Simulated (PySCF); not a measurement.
Level of theory: delta-SCF UKS SCAN, pcX-2 on the ionised atom, pcseg-1 elsewhere, spin-free X2C (PySCF 2.14.0). Geometries: PBE0-D3(BJ)/def2-SVP; isolated species, one conformer each. Values against the vacuum level.

Question: Order these sites by rising C 1s binding energy.
A. C2 in `[BH2:1][CH2:2][B:3]([CH3:4])[NH:5][CH3:6]`
B. C7 in `[H]/[N:8]=[CH:7]\[SiH2:6][O:5][Si:2]([CH3:1])([CH3:3])[CH3:4]`
C. C3 in `[CH3:1][N+:2]1([CH3:3])[GaH2-:4][CH2:5][CH2:6][C@H:7]1[CH2:8][SiH3:9]`
D. C2 in `[BH2:1][C:2]#[CH:3]`
E. C6 in `[CH2:1]=[CH:2][CH:3]([CH:4]=[CH2:5])/[CH:6]=[CH:7]/[S:8][SiH3:9]`

Answer: A (289.39 eV), E (290.00 eV), D (290.85 eV), B (291.36 eV), C (291.77 eV).

The highest is bonded to N and 3 H, the lowest to 2 H and 2 B; the range is 2.38 eV.

Question: Order these sites by rising Si 1s binding energy.
A. Silicon in `C=CC(C=C)/C=C\S[SiH3]`
B. Silicon in `C[N+]1(C)[GaH2-][CH2]C[C@H]1C[SiH3]`
C. Si6 in `[H]/[N:8]=[CH:7]\[SiH2:6][O:5][Si:2]([CH3:1])([CH3:3])[CH3:4]`

Answer: B (1846.53 eV), A (1846.88 eV), C (1847.18 eV).

From the lowest up, the atoms are bonded to: C and 3 H (1846.53); S and 3 H (1846.88); O, C and 2 H (1847.18).

2 of these hole states are spin-contaminated (⟨S²⟩ up to 0.86, against 0.75; counted from 0.85) and less certain.
